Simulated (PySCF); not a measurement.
Spectrum to structure. Computed with TDDFT CAM-B3LYP/def2-SVPD, vertical, gas phase, core orbitals frozen in the response in PySCF. Geometries: GFN2-xTB, one conformer each.

```tsv
state	λ (nm)	f
S1	238.2	0.018
S2	226.6	0.013
S3	219.1	0.103
S4	208.8	0.023
S5	190.9	0.023
S6	186.0	0.058
S7	178.5	0.012
S8	173.9	0.045
```

Task: Which structure fits? All have the formula CH11NO2Si3.
A. `[SiH3]O[SiH2]O[SiH2]CN`
B. `CN[SiH2]O[SiH2]O[SiH3]`
C. `CN[SiH2][Si](O)(O)[SiH3]`

Result: C. Its S1, at 5.20 eV, is the lowest among the candidates; the nearest of the others has S1 at 5.80 eV. S1 is HOMO→LUMO (87%). Löwdin shares by element: HOMO nitrogen 51%, silicon 12% or more, carbon 10%, hydrogen 8% or more (atoms not listed hold the other 19%); LUMO silicon 58%, hydrogen 7% or more (atoms not listed hold the other 36%). At the same level the other candidates give, for their lowest levels:
- `CN[SiH2]O[SiH2]O[SiH3]`: 202 nm (f 0.005); 192 nm (f 0.012); 169 nm (f 0.011); 168 nm (f 0.003); 166 nm (f 0.013); T1 5.88 eV; HOMO -8.29, LUMO 0.93 eV
- `NC[SiH2]O[SiH2]O[SiH3]`: 214 nm (f 0.020); 193 nm (f 0.014); 180 nm (f 0.004); 179 nm (f 0.017); 173 nm (f 0.022); T1 5.50 eV; HOMO -8.04, LUMO 0.74 eV

The values belong to the conformer `[CH3:1][NH:2][SiH2:3][Si:4]([OH:5])([OH:6])[SiH3:7]`: C1–N2–Si3–Si4 176°, N2–Si3–Si4–O5 124°, H–O5–Si4–Si3 132°, H–O6–Si4–Si3 65°.
Triplets come from the Tamm–Dancoff approximation.

Without π bonds the low states are Rydberg-like; a valence basis with one diffuse set may place them up to an eV too high.
